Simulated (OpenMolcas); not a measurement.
## Ti2+, Zr2+, Hf2+: d2 down the group

```
Program             : OpenMolcas 26.06
Method              : SS-CASPT2, IPEA 0.25 Eh, imaginary shift 0.1 Eh
Basis               : ANO-RCC-VTZP
Scalar Hamiltonian  : DKH2, point nucleus
Spin-orbit coupling : RASSI with atomic mean-field integrals over the reference wave functions, term energies averaged over their components
```

Active space for each ion: 2 electrons in 5 orbitals (d); closed shells correlated by CASPT2: Ti2+ 3s 3p; Zr2+ 4s 4p; Hf2+ 5s 5p.

Computed levels in cm-1 above 3F2:

| Level | Ti2+ | Zr2+ | Hf2+ |
| --- | --- | --- | --- |
| 3F3 | 195 | 698 | 3250 |
| 3F4 | 447 | 1512 | 6240 |
| 1D2 | 8110 | 5480 | 8550 |
| 3P0 | 11110 | 8550 | 9740 |
| 3P1 | 11180 | 8820 | 11530 |
| 3P2 | 11320 | 9330 | 14350 |
| 1G4 | 15070 | 11650 | 15250 |
| 1S0 | 32440 | 24090 | 27570 |
| weight of 3F in the lowest level (%) | 100 | 99 | 91 |

Mixed levels, with the weight of the term that names them: Hf2+ 1D2 (73 %).

Measured, with the error of the calculation in %. Measured levels: Ti2+ from Corliss and Sugar, J. Phys. Chem. Ref. Data 8, 1 (1979); Zr2+ from Moore, Atomic Energy Levels, vol. II, NSRDS-NBS 35 (1971 reprint of NBS Circular 467, 1952); NIST levels as listed in Rynkun, Gaigalas and Jonsson, Astron. Astrophys. 637, A10 (2020).

```
Level          Ti2+          Zr2+
  3F3    185 (+5.3)    681 (+2.6)
  3F4    420 (+6.3)   1486 (+1.7)
  1D2   8474 (-4.3)   5742 (-4.5)
  3P0  10538 (+5.4)   8062 (+6.0)
  3P1  10604 (+5.4)   8326 (+6.0)
  3P2  10721 (+5.5)   8838 (+5.6)
  1G4  14398 (+4.7)  11049 (+5.4)
  1S0  32476 (-0.1)  23979 (+0.4)
```

The fine-structure level 3F4 changes by a factor of 14 from Ti2+ to Hf2+.

Without spin-orbit coupling 1D lies 7850, 4600, 4870 cm-1 above 3F in that order; the difference to the level 1D2, of either sign, comes from spin-orbit coupling, which also lowers the zero.

CASPT2 does not keep the components of a term degenerate, so their means are used; among the terms shown or strongly mixed into the levels shown the widest spread is 800 cm-1 (3d2 1G, Ti2+). Terms from blocks run as CI alone lack orbitals of their own. Levels of configurations with an s electron are missing; early in the row they begin among the upper levels of the d shell and mix with terms of their name (holds for Zr2+). Configurations with an s electron lie low in 5d ions of this charge, fall among these levels and mix in, so low-spin terms can stand far too high, up to twice their true height, and weights are not those of the real levels (holds for Hf2+). Computed and measured levels are paired by configuration, term and J; levels that our copy of the source lacks, or whose pairing is in doubt (as where it misses far off the trend of its configuration), stay unpaired and out of the deviations. Levels of configurations outside the active space are missing.
